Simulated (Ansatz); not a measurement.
`CCC[BH][AlH2]` + H₂O → `O[BH][AlH2]` + `CCC` at 700 K and 1 bar (formal hydrolysis of a B–C bond).

Gas-phase electronic energies from Ansatz, PBE0-D4/def2-TZVP geometries. CCSD(T)/CBS adds triple-zeta CCSD(T) − MP2 to the extrapolated MP2 energy (def2 sets, frozen cores). This one scheme is used for every species. One conformer a species, not always the lowest.

```json
{"species": "`CCC[BH][AlH2]`", "CCSD(T)/CBS energy (Eh)": "-386.93907", "H − E (kJ/mol)": "408.1", "S (J/(mol·K))": "522.9"}
{"species": "H₂O", "CCSD(T)/CBS energy (Eh)": "-76.37941", "H − E (kJ/mol)": "80.5", "S (J/(mol·K))": "218.4"}
{"species": "`O[BH][AlH2]`", "CCSD(T)/CBS energy (Eh)": "-344.38728", "H − E (kJ/mol)": "161.6", "S (J/(mol·K))": "379.0"}
{"species": "`CCC`", "CCSD(T)/CBS energy (Eh)": "-118.98051", "H − E (kJ/mol)": "329.4", "S (J/(mol·K))": "356.3"}
```

H − E and S are ideal-gas, rigid-rotor, harmonic terms from PBE0-D4/def2-TZVP, for one conformer and one mirror image of each species. 1 Eh = 2625.50 kJ/mol, R = 8.31446 J/(mol·K).

By hand: ΔE, ΔH, ΔS and ΔG.

ΔE = (-344.38728) + (-118.98051) − (-386.93907) − (-76.37941) = -0.04931 Eh = -129.5 kJ/mol. Δ(H − E) = 161.6 + 329.4 − 408.1 − 80.5 = 2.4, so ΔH = -127.1 kJ/mol. ΔS = 379.0 + 356.3 − 522.9 − 218.4 = -6.0 J/(mol·K). ΔG = -127.1 − 700 × (-6.0)/1000 = -122.9 kJ/mol.

By hand: the equilibrium constant, and the temperature at which ΔG would vanish if ΔH and ΔS stayed fixed.

log₁₀ K = −ΔG/(RT ln 10) = 9.2. ΔG = 0 at ΔH/ΔS = 21183 K, far beyond where these terms or the molecules hold.

The number of gas molecules stays the same, so ΔS is small and ΔH decides. A doubt of 5 kJ/mol in ΔE shifts log₁₀ K by 0.4 here. Other conformers and mirror images would add mixing entropy, several J/(mol·K) or more a flexible species. Modes under 60 cm⁻¹, often nearly free rotors, make the harmonic entropy too high. These are equilibria of isolated gas molecules and say nothing of rates. Largest T1 diagnostic: 0.014 (customary marks: 0.02 for closed shells, 0.045 for open ones).
